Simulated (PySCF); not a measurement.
**DyB: energy against distance**

Set-up: PySCF, spin-free X2C with a Gaussian nucleus, basis sets Dy x2c-TZVPall, B x2c-TZVPall. Energies in eV from Dy (4f10 6s2) + B in their ground configurations at the same level. All curves are PBE0. state 1: Ms = 3.5 determinant of mixed spin, about 9.0 electrons in the 4f shell (Mulliken), real f orbitals that mix terms; state 2: Ms = 1.5 determinant of mixed spin, about 9.3 electrons in the 4f shell (Mulliken), real f orbitals that mix terms, a second solution, started from another occupation; state 3: Ms = 2.5 determinant of mixed spin, about 9.4 electrons in the 4f shell (Mulliken), real f orbitals that mix terms, a second solution, started from another occupation.

```csv
R (Å),state 1,state 2,state 3
1.973,-0.546,-0.472,-0.186
2.065,-0.942,-0.833,-0.565
2.156,-1.169,-1.043,-0.797
2.225,-1.251,-1.126,-0.900
2.294,-1.273,-1.164,-0.959
2.363,-1.249,-1.171,-0.989
2.455,-1.160,-1.152,-1.005
2.569,-0.987,-1.104,-1.013
2.707,-0.728,-1.032,-1.005
2.890,-0.350,,-0.928
```

Question: Put a parabola through the three lowest points of the state 1 curve and estimate Re, k and ωe (reduced mass 10.32 u; 1 eV/Å² = 0.16022 mdyn/Å; ωe = 1302.8·√(k/μ) cm⁻¹).

Answer: Through R = 2.225, 2.294, 2.363 Å the second-order coefficient is 4.83 eV/Å², so Re ≈ 2.293 Å, k ≈ 1.55 mdyn/Å and ωe ≈ 505 cm⁻¹. A polynomial fit of higher order to the unrounded PBE0 energies gives Re = 2.290 Å, k = 1.62 mdyn/Å, ωe = 516 cm⁻¹; anharmonicity and rounding make the difference.

The higher-order fit for each curve: state 1: Re = 2.290 Å, ωe = 516 cm⁻¹, De = 1.27 eV; state 2: Re = 2.348 Å, ωe = 344 cm⁻¹, minimum 1.17 eV below the ground-state fragments. State 3 gave no clean fit.

Spin–orbit coupling is left out, which matters for elements this heavy, above all for dissociation energies. With d or f electrons several states lie close, and the lowest PBE0 determinant need not be the measured ground state.
